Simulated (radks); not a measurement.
Initial-state core-level shifts of neutral copper when its valence configuration changes from [Ar] 3d10 4s1. Calculated with a radial shooting solver on a logarithmic mesh with Libxc functionals: non-relativistic Kohn-Sham, r2SCAN, spin-polarised, spherical densities, point nucleus; open shells are filled with parallel spins first; meta-GGA in the generalised Kohn-Sham scheme. Shifts are changes of the shell-averaged eigenvalues in eV (positive: less bound); the change of the density at the nucleus, which sets a Mossbauer isomer shift, is in e/bohr^3, on a base of 1.663e+04.

| valence | 2s | 2p | 3s | 3p | density at nucleus |
|---|---|---|---|---|---|
| 3d10 4p1 | -2.018 | -2.028 | -2.174 | -2.189 | -4.838 |
| 3d9 4s2 | -6.381 | -6.331 | -5.803 | -5.670 | +8.002 |
| 3d10 4s0.5 4p0.5 | -1.067 | -1.071 | -1.137 | -1.144 | -2.328 |
| 3d9 4s0.5 4p1.5 | -8.748 | -8.707 | -8.330 | -8.202 | -0.494 |
| 3d9 4s1 4p1 | -7.864 | -7.819 | -7.393 | -7.263 | +2.561 |
| 3d8 4s1 4p2 | -17.071 | -16.967 | -15.509 | -15.196 | +6.228 |
| 3d8 4s2 4p1 | -16.067 | -15.962 | -14.453 | -14.144 | +13.036 |
| 3d9.5 4s1.5 | -3.005 | -2.982 | -2.769 | -2.708 | +3.630 |
| 3d8 4s1.5 4p1.5 | -16.653 | -16.549 | -15.066 | -14.755 | +9.618 |
